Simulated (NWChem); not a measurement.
System: C$_{2}$HCl$_{3}$Si; SMILES C#C[Si](Cl)(Cl)Cl

The following NWChem deck was run.

```
start job
memory heap 200 mb stack 900 mb global 1100 mb
geometry units angstroms noautoz
  C      0.000153    -3.044299     0.151693
  C      0.000068    -1.829867     0.092580
  Si    -0.000003    -0.022355     0.000882
  Cl    -0.327796     0.766213     1.856364
  Cl    -1.476258     0.605113    -1.263803
  Cl     1.803984     0.634466    -0.696700
  H      0.000230    -4.119590     0.203777
end
basis spherical
  C library sto-3g
  Si library sto-3g
  Cl library sto-3g
  H library sto-3g
end
dft
  xc hfexch
  iterations 150
  mulliken
end
task dft energy
```

Parts of the log:

```
             Northwest Computational Chemistry Package (NWChem) 7.3.0
             --------------------------------------------------------

 C1  symmetry detected

                             Geometry "geometry" -> ""
                             -------------------------

 Output coordinates in angstroms (scale by  1.889725989 to convert to a.u.)

  No.       Tag          Charge          X              Y              Z
 ---- ---------------- ---------- -------------- -------------- --------------
    1 C                    6.0000     0.00703221    -3.05334467     0.03216756
    2 C                    6.0000     0.00460757    -1.83752798     0.02106153
    3 Si                  14.0000     0.00019969    -0.02780910     0.00090463
    4 Cl                  17.0000     0.11440160     0.68734392     1.91077773
    5 Cl                  17.0000    -1.72108236     0.64918592    -0.86589346
    6 Cl                  17.0000     1.60187157     0.65549456    -1.06687197
    7 H                    1.0000     0.00912192    -4.12985164     0.04175154

 Effective nuclear repulsion energy (a.u.)     479.1073933794

  xc_inp: hfexch multiplicative factor not found.

                                 NWChem DFT Module
                                 -----------------

 Summary of "ao basis" -> "ao basis" (spherical)
 ------------------------------------------------------------------------------
       Tag                 Description            Shells   Functions and Types
 ---------------- ------------------------------  ------  ---------------------
 C                           sto-3g                  3        5   2s1p
 Si                          sto-3g                  5        9   3s2p
 Cl                          sto-3g                  5        9   3s2p
 H                           sto-3g                  1        1   1s

            General Information
            -------------------
          SCF calculation type: DFT
          Wavefunction type:  closed shell.
          No. of atoms     :     7
          No. of electrons :    78
           Alpha electrons :    39
            Beta electrons :    39
          Charge           :     0
          Spin multiplicity:     1
          Use of symmetry is: off; symmetry adaption is: off
          Maximum number of iterations: 150
          AO basis - number of functions:    47
                     number of shells:    27
          Convergence on energy requested:  1.00D-06
          Convergence on density requested:  1.00D-05
          Convergence on gradient requested:  5.00D-04

              XC Information
              --------------
                     Hartree-Fock (Exact) Exchange  1.000

      Superposition of Atomic Density Guess
      -------------------------------------

 Sum of atomic energies:       -1723.92869246

      Non-variational initial energy
      ------------------------------

 Total energy =   -1724.667946
 1-e energy   =   -3348.091981
 2-e energy   =    1144.316642
 HOMO         =      -0.165369
 LUMO         =       0.245476

     ---------------------------------------------
      Total Density - Mulliken Population Analysis
     ---------------------------------------------

    Atom       Charge   Shell Charges
 -----------   ------   -------------------------------------------------------
    1 C    6     6.15   2.00  1.27  2.89
    2 C    6     6.31   2.00  1.36  2.96
    3 Si  14    12.01   2.00  1.98  5.86  0.96  1.21
    4 Cl  17    17.57   2.00  2.00  5.99  1.96  5.61
    5 Cl  17    17.57   2.00  2.00  5.99  1.96  5.61
    6 Cl  17    17.57   2.00  2.00  5.99  1.96  5.61
    7 H    1     0.83   0.83

   convergence    iter        energy       DeltaE   RMS-Dens  Diis-err
 ---------------- ----- ----------------- --------- --------- ---------
 d= 0,ls=0.0,diis     1  -1724.6839374459 -2.20D+03  2.88D-02  5.56D-01
 d= 0,ls=0.0,diis     2  -1724.8075074330 -1.24D-01  6.58D-03  6.86D-02
 d= 0,ls=0.0,diis     3  -1724.8167260459 -9.22D-03  2.18D-03  1.59D-02
 d= 0,ls=0.0,diis     4  -1724.8188918756 -2.17D-03  8.51D-04  4.43D-04
 d= 0,ls=0.0,diis     5  -1724.8190134891 -1.22D-04  8.71D-05  2.72D-06
  Resetting Diis
 d= 0,ls=0.0,diis     6  -1724.8190145581 -1.07D-06  1.86D-05  8.61D-08
 d= 0,ls=0.0,diis     7  -1724.8190145951 -3.70D-08  1.32D-06  1.38D-09

         Total DFT energy =    -1724.819014595139
      One electron energy =    -3342.829792382958
           Coulomb energy =     1252.925600207300
    Exchange-Corr. energy =     -114.022215798869
 Nuclear repulsion energy =      479.107393379388

 Numeric. integr. density =        0.000000000000

                       DFT Final Molecular Orbital Analysis
                       ------------------------------------

 Vector   37  Occ=2.000000D+00  E=-4.227504D-01
              MO Center= -4.2D-02,  6.3D-01, -3.0D-01, r^2= 4.7D+00
   Bfn.  Coefficient  Atom+Function         Bfn.  Coefficient  Atom+Function
  ----- ------------  ---------------      ----- ------------  ---------------
    44      0.554271  6 Cl px                35      0.550050  5 Cl px
    26      0.497779  4 Cl px                36      0.329993  5 Cl py
    45     -0.300318  6 Cl py                40     -0.150623  6 Cl px
    31     -0.149742  5 Cl px                22     -0.133869  4 Cl px
    32     -0.088263  5 Cl py                41      0.080314  6 Cl py

 Vector   38  Occ=2.000000D+00  E=-3.827339D-01
              MO Center=  2.1D-02, -2.2D+00,  9.5D-02, r^2= 2.0D+00
   Bfn.  Coefficient  Atom+Function         Bfn.  Coefficient  Atom+Function
  ----- ------------  ---------------      ----- ------------  ---------------
    10      0.608165  2 C  pz                 5      0.590757  1 C  pz
    27      0.195042  4 Cl py                28      0.129099  4 Cl pz
    45     -0.110196  6 Cl py                36     -0.083617  5 Cl py
    44     -0.065000  6 Cl px                35      0.053618  5 Cl px
    23     -0.052592  4 Cl py                46      0.038350  6 Cl pz

[...]
```

Level: Hartree-Fock/STO-3G. Coordinates come from a PBE0/def2-SVP optimisation.
